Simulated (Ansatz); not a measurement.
Ge(H)2(PH2)2 (GeH6P2), SMILES [PH2][GeH2][PH2].

Geometry optimised at PBE-D3(BJ)/def2-SVP. The structure was generated by enumeration, and PubChem lists no compound with its InChIKey, so it may never have been made. One conformer was computed; it need not be the lowest.

Two levels are set side by side: PBE/def2-SVPD (Ansatz, a quantum-chemistry and plane-wave program) and PBE0/def2-SVPD (Ansatz). Energy differences of separate SCF runs at the same geometry; the states with an electron removed or added have multiplicity 2 and 2. Differences are taken from unrounded values.

```csv
quantity,PBE0
vertical ionisation energy (eV),8.90
vertical singlet–triplet gap (eV),4.49
```

Q: What does PBE give, and how far is it from PBE0? (Estimate from the structure and the level; the computed values follow.)

A: 
```tsv
quantity	PBE	PBE minus PBE0
vertical ionisation energy (eV)	8.71	-0.19
vertical singlet–triplet gap (eV)	4.21	-0.28
```
